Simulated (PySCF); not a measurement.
## Stretching LiBr

Set-up: Li aug-pcseg-1, Br aug-pcseg-1; no relativity (PySCF 2.14). Energies in eV from Li + Br in their ground configurations at the same level. State: ¹Σ⁺ (singlet), closed shell.

Curves on a restricted Hartree–Fock reference rise too fast on stretching and do not dissociate correctly.

```json
{"R (Å)": "1.895", "RHF-SCS-MP2": "-3.650", "B97-3": "-3.893"}
{"R (Å)": "1.983", "RHF-SCS-MP2": "-3.943", "B97-3": "-4.170"}
{"R (Å)": "2.071", "RHF-SCS-MP2": "-4.113", "B97-3": "-4.324"}
{"R (Å)": "2.137", "RHF-SCS-MP2": "-4.181", "B97-3": "-4.381"}
{"R (Å)": "2.203", "RHF-SCS-MP2": "-4.209", "B97-3": "-4.397"}
{"R (Å)": "2.269", "RHF-SCS-MP2": "-4.205", "B97-3": "-4.382"}
{"R (Å)": "2.357", "RHF-SCS-MP2": "-4.161", "B97-3": "-4.325"}
{"R (Å)": "2.467", "RHF-SCS-MP2": "-4.061", "B97-3": "-4.211"}
{"R (Å)": "2.599", "RHF-SCS-MP2": "-3.897", "B97-3": "-4.035"}
{"R (Å)": "2.776", "RHF-SCS-MP2": "-3.639", "B97-3": "-3.766"}
```

Problem. Put a parabola through the three lowest points of the RHF-SCS-MP2 curve and estimate Re, k and ωe (reduced mass 6.443 u; 1 eV/Å² = 0.16022 mdyn/Å; ωe = 1302.8·√(k/μ) cm⁻¹).

Solution. Through R = 2.137, 2.203, 2.269 Å the second-order coefficient is 3.67 eV/Å², so Re ≈ 2.228 Å, k ≈ 1.18 mdyn/Å and ωe ≈ 557 cm⁻¹. A polynomial fit of higher order to the unrounded RHF-SCS-MP2 energies gives Re = 2.226 Å, k = 1.08 mdyn/Å, ωe = 533 cm⁻¹; anharmonicity and rounding make the difference.

The higher-order fit for each curve: RHF-SCS-MP2: Re = 2.226 Å, ωe = 533 cm⁻¹, De = 4.21 eV; B97-3: Re = 2.202 Å, ωe = 549 cm⁻¹, De = 4.40 eV.

Correlated steps freeze 9 core orbitals. Correlated levels converge slowly with the basis: in double zeta they bind strong bonds too weakly, by up to about 1 eV, and carry superposition errors of some tenths. Where the molecule has an RHF reference, its open-shell atoms are computed with UHF.
